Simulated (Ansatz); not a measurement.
One elementary step

Start structure (Si$_{2}$H$_{10}$O$_{3}$, singlet), relaxed at PBE0-D4/def2-TZVP:

```
15
angstrom
Si 0.5506 0.0119 -0.3739
H -0.7243 0.0032 0.3945
O 0.7242 -1.5224 -0.9652
Si 1.2406 -3.0286 -0.6305
H 0.4685 0.8751 -1.5725
H 1.7206 0.2889 0.4878
H -0.7652 2.5611 0.6763
O 0.1999 2.4814 0.5820
H -2.5388 1.2569 0.5712
O -2.5718 2.1919 0.7976
H 2.4907 -2.9925 0.1770
H 0.2063 -3.7768 0.1347
H 1.5031 -3.7409 -1.9061
H 0.4602 3.1585 -0.0459
H -2.9647 2.2324 1.6731
```

The step: Si₂H₆O ([SiH3][O][SiH3]) + H₂O + H₂O → Si₂H₆O₂ ([OH][SiH2][O][SiH3]) + H₂O + H₂; bonds formed: Si1–O8, H2–H9, H7–O10; bonds broken: Si1–H2, H7–O8, H9–O10. Computed with Ansatz 0.2.0 (basis: def2-TZVPP and def2-QZVPP); correlated methods freeze the cores. Extrapolation: Hartree–Fock as exp(−7.88 √X), correlation as X^−2.97. Energies below are by CCSD(T) at an estimated basis limit (MP2 extrapolated from triple and quadruple zeta, plus CCSD(T) − MP2 in triple zeta).

(1) What are the electronic barrier and the energy of the step, from the start structure to the end structure? (To be estimated.)

The T1 diagnostic stays at or below 0.012.

Answers

(1) By the calculation: Barrier 132.5 kJ/mol; step energy -80.0 kJ/mol (downhill); reverse barrier, their difference, 212.4 kJ/mol. Barrier and step energy count from the start structure, the reverse barrier from the end structure.

The saddle point: One imaginary mode of 1091i cm⁻¹.
| pair | start (Å) | saddle (Å) | end (Å) |
| --- | --- | --- | --- |
| Si1–O8 | 2.67 | 1.78 | 1.66 |
| H2–H9 | 2.21 | 1.17 | 0.75 |
| H7–O10 | 1.85 | 1.18 | 0.97 |
| Si1–H2 | 1.49 | 1.73 | 4.68 |
| H7–O8 | 0.97 | 1.22 | 1.98 |
| H9–O10 | 0.96 | 1.10 | 2.95 |

Zero-point energy (harmonic, PBE0-D4): ZPE is 272.4 kJ/mol at the start and 266.1 kJ/mol at the saddle, so the barrier goes from 132.5 to 126.1 kJ/mol.

Labels in which every atom is bracketed show which atoms are joined, not bond orders.

For scale, one of the runs: CCSD(T)/def2-TZVPP, 317 basis functions, launched by `ansatz run in.yaml --threads 8 --pin off --events-out ev --progress --plain --max-ram 19148MiB`. The run took 3.2 min on 8 CPU threads of an AMD EPYC 7B13 (shared host), with 12 GiB of host memory at its peak.
